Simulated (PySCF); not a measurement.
A PySCF script (with the pyscf-properties extension) for the NMR shieldings of `InChI=1S/C6H10F3P/c7-6(8,9)5-2-1-3-10-4-5/h5,10H,1-4H2/t5-/m1/s1`, on a GFN2-xTB geometry:

```python
import basis_set_exchange as bse
import numpy as np
from pyscf import gto, dft
from pyscf.prop import nmr

atoms = """
F     2.709388   -1.543052    0.279134
C     2.306422   -0.293741   -0.008981
F     3.135619    0.527299    0.655751
F     2.554804   -0.108505   -1.314446
C     0.844783   -0.060338    0.350354
C    -0.030740   -1.054288   -0.417189
C    -1.490989   -0.953907    0.011868
C    -2.099643    0.402083   -0.325198
P    -1.267911    1.839585    0.507437
C     0.481428    1.392370    0.049839
H     0.761077   -0.251558    1.427071
H     0.331813   -2.068006   -0.232692
H     0.054354   -0.853620   -1.487903
H    -2.061487   -1.736608   -0.493365
H    -1.564812   -1.133731    1.087718
H    -3.153509    0.424732   -0.036921
H    -2.055009    0.582348   -1.403511
H    -1.214398    1.234719    1.773933
H     1.148305    2.068579    0.592505
H     0.605355    1.596318   -1.018441
"""
names = dict.fromkeys(["F", "C", "P", "H"], "pcSseg-1")
basis = {el: gto.basis.parse(bse.get_basis(n, elements=[el], fmt="nwchem")) for el, n in names.items()}
mol = gto.M(atom=atoms, basis=basis, charge=0, verbose=0)
mf = dft.RKS(mol, xc="PBE0")
mf.grids.level = 2
mf.grids.alignment = dft.numint.BLKSIZE   # the property module wants whole blocks of grid points
mf.conv_tol = 1e-9
mf.kernel()

calc = nmr.RKS(mf)   # GIAO
C = mf.mo_coeff
Co = C[:, mf.mo_occ > 0]
resp = mf.gen_response(singlet=True, hermi=2)
def vind(x):   # induced exchange potential for any number of trial vectors
    d = np.einsum("pi,xij,qj->xpq", C, 2 * x.reshape(-1, C.shape[1], Co.shape[1]), Co, optimize=True)
    return np.einsum("xpq,pi,qj->xij", resp(d - d.transpose(0, 2, 1)), C, Co, optimize=True).ravel()
mo1, _ = nmr.rhf.solve_mo1(calc, with_cphf=vind)
sigma = calc.kernel(mo1)
for i, s in enumerate(sigma):   # ppm
    print("%2d %-2s %9.2f" % (i, mol.atom_pure_symbol(i), np.trace(s) / 3))
```

Task: What does it print?

Result: 
```
 0 F     263.88
 1 C      50.54
 2 F     263.46
 3 F     274.08
 4 C     136.61
 5 C     156.84
 6 C     153.43
 7 C     163.82
 8 P     404.14
 9 C     165.53
10 H      29.74
11 H      29.54
12 H      30.41
13 H      29.35
14 H      30.30
15 H      30.07
16 H      30.45
17 H      28.55
18 H      29.75
19 H      30.30
```

These numbers come from an equivalent density-fitted implementation of the same equations, which agrees with the script to about 0.01 ppm for H and up to a few tenths of a ppm for heavy atoms, so last digits may differ.

Size and cost of the density-fitted run: 227 basis functions, 86 s wall time on 1 thread of an Arm Neoverse N1, shared host.
